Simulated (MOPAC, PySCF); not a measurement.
C10H8SSi, SMILES `C#Cc1cc([SiH3])cc2sccc12`, neutral singlet in the gas phase. 

Cartesian coordinates (Å):
```xyz
20

C      1.6907     3.3675    -0.2750
C      1.1153     2.2881    -0.1861
C      0.4591     1.0251    -0.0824
C     -0.9453     0.9355    -0.0239
C     -1.6209    -0.3075     0.0791
Si    -3.5059    -0.3595     0.1590
C     -0.8715    -1.4985     0.1247
C      0.5304    -1.4256     0.0675
S      1.6557    -2.7691     0.1083
C      3.0141    -1.6819    -0.0102
C      2.6478    -0.3590    -0.0786
C      1.2232    -0.1830    -0.0357
H      2.1895     4.3232    -0.3531
H     -1.5193     1.8740    -0.0614
H     -4.1124     0.3005    -1.0513
H     -4.0140     0.3647     1.3781
H     -3.9521    -1.7952     0.2170
H     -1.3725    -2.4755     0.2036
H      4.0296    -2.0977    -0.0225
H      3.3584     0.4741    -0.1571
```
Charge 0, multiplicity 1.

All levels are single points at this geometry (PBE-D3(BJ)/def2-SVP); Pople sets use spherical d functions. Orbital energies aren't observables, and empty levels follow the basis.

```
level                          HOMO (eV)  LUMO (eV)  gap (eV)  dipole (D)  vertical IE, Delta-SCF (eV)
-----------------------------  ---------  ---------  --------  ----------  ---------------------------
PBE-D3(BJ)/def2-TZVP in PySCF      -5.54      -2.41      3.13        1.24                         7.71
B3LYP/3-21G in PySCF               -6.05      -1.41      4.64        1.05                            –
BP86/6-31G* in PySCF               -5.34      -2.14      3.20        1.25                            –
PBE/6-31G* in PySCF                -5.26      -2.05      3.20        1.24                         7.50
HF/3-21G in PySCF                  -8.15       1.96     10.11        1.16                            –
HF/STO-3G in PySCF                 -5.77       5.52     11.29        0.52                            –
AM1 in MOPAC                       -8.42      -0.58      7.83        0.25                            –
PM3 in MOPAC                       -8.51      -0.69      7.82        1.00                            –
PM6 in MOPAC                       -8.59      -0.87      7.72        0.25                            –
```
